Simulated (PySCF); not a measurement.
C₅H₈F₂O₂.
Numbering: `[CH3:1][CH2:2][O:3][CH2:4][O:5]/[C:6]([F:7])=[CH:8]/[F:9]` (hydrogens: H10, H11, H12 on C1; H13, H14 on C2; H15, H16 on C4; H17 on C8)

The geometry is computed with GFN2-xTB (gas phase).

Problem. Give the optimised bond lengths and angles.

Solution. 
```json
{"bond": "C1–C2", "length (Å)": "1.518", "order": "single"}
{"bond": "C2–O3", "length (Å)": "1.427", "order": "single"}
{"bond": "O3–C4", "length (Å)": "1.362", "order": "single"}
{"bond": "C4–O5", "length (Å)": "1.439", "order": "single"}
{"bond": "O5–C6", "length (Å)": "1.335", "order": "single"}
{"bond": "C6–F7", "length (Å)": "1.345", "order": "single"}
{"bond": "C6=C8", "length (Å)": "1.329", "order": "double"}
{"bond": "C8–F9", "length (Å)": "1.344", "order": "single"}
{"bond": "C1–H10, C1–H11, C1–H12", "length (Å)": "1.086", "order": "single"}
{"bond": "C2–H13, C2–H14", "length (Å)": "1.098", "order": "single"}
{"bond": "C4–H15", "length (Å)": "1.097", "order": "single"}
{"bond": "C4–H16", "length (Å)": "1.107", "order": "single"}
{"bond": "C8–H17", "length (Å)": "1.075", "order": "single"}
```

Bonds in one row agree within 0.01 Å and their mean is given. Orders are formal, as drawn. A selection of angles:
```json
{"angle": "C2–C1–H10", "degrees": "110.0"}
{"angle": "H10–C1–H11", "degrees": "109.3"}
{"angle": "C1–C2–O3", "degrees": "108.3"}
{"angle": "C1–C2–H13", "degrees": "110.7"}
{"angle": "O3–C2–H13", "degrees": "109.4"}
{"angle": "H13–C2–H14", "degrees": "108.6"}
{"angle": "C2–O3–C4", "degrees": "114.6"}
{"angle": "O3–C4–O5", "degrees": "109.4"}
{"angle": "O3–C4–H15", "degrees": "107.2"}
{"angle": "O3–C4–H16", "degrees": "112.3"}
{"angle": "O5–C4–H15", "degrees": "109.8"}
{"angle": "O5–C4–H16", "degrees": "108.2"}
{"angle": "H15–C4–H16", "degrees": "110.0"}
{"angle": "C4–O5–C6", "degrees": "117.4"}
{"angle": "O5–C6–F7", "degrees": "115.5"}
{"angle": "O5–C6–C8", "degrees": "122.8"}
{"angle": "F7–C6–C8", "degrees": "121.6"}
{"angle": "C6–C8–F9", "degrees": "121.7"}
{"angle": "C6–C8–H17", "degrees": "123.7"}
{"angle": "F9–C8–H17", "degrees": "114.6"}
```

Torsions: C1–C2–O3–C4 172° (antiperiplanar); C2–O3–C4–O5 68° (synclinal); O3–C4–O5–C6 172° (antiperiplanar); C4–O5–C6–F7 10° (synperiplanar); O5–C6–C8–F9 -178° (antiperiplanar). The mirror-image conformer, all signs reversed, is as good.

The 2 C–C bonds span 1.329 Å (C6=C8, drawn double) to 1.518 Å (C1–C2, drawn single), a spread of 0.189 Å. The C–O distances run from 1.335 Å (O5–C6, drawn single) to 1.439 Å (C4–O5, drawn single), a spread of 0.104 Å. Of the pairs four or more bonds apart, F7···H16 is among the closest relative to their van der Waals radii: 2.53 Å, 95 % of the sum of Bondi's values.

Point group: C1 (no symmetry element, even within 0.4 Å). GFN2-xTB frequencies: not computed here. The numbers are those of one conformer.
